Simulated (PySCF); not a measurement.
**Radial density of Zr+ (zirconium, charge +1)**

r2SCAN0, [Kr] 4d2 5s1, high-spin 4F determinant. Calculation: PySCF 2.14, in x2c-TZVPPall with one added diffuse shell each of s, p, d, f type (9s7p7d3f1g, 95 functions); the spin-free X2C one-electron Hamiltonian (Gaussian nucleus).

```csv
r (bohr),4πr²ρ (e/bohr),4πr²(ρα − ρβ)
0.0393,45.25,-0.0019
0.0661,45.05,0.0002
0.111,61.56,0.0361
0.187,42.62,0.1220
0.315,43.39,0.2031
0.529,30.53,0.0098
0.891,9.564,0.3735
1.50,6.675,1.0229
2.52,1.468,0.9640
4.24,0.3153,0.3134
7.13,0.007414,0.0074
12.0,5.003e-05,0.0000
```

Densities and radii are taken from the X2C orbitals without a picture-change correction, which distorts them close to the nucleus.
